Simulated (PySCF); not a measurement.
Mg(Br)2, Br2Mg, SMILES [Br][Mg][Br] (PBE0/def2-SVP optimised geometry):

```
3

Mg     0.000     0.000     0.000
Br    -2.341     0.000     0.000
Br     2.341     0.000     0.000
```

Calculation: PBE0/def2-TZVP in PySCF.

Q: What are the frontier orbital energies and the dipole moment?

A: HOMO-2 -8.57 eV, HOMO-1 -8.45 eV, HOMO -8.45 eV, LUMO -1.93 eV, LUMO+1 -0.46 eV; dipole moment 0.00 D.

On the same geometry PySCF with PBE/def2-TZVP gives HOMO-2 -7.31 eV, HOMO-1 -7.19 eV, HOMO -7.19 eV, LUMO -2.64 eV, LUMO+1 -1.11 eV; dipole moment 0.00 D.

Meta-Löwdin charges at PBE0/def2-TZVP: Mg1 1.43, Br2 -0.72, Br3 -0.72.
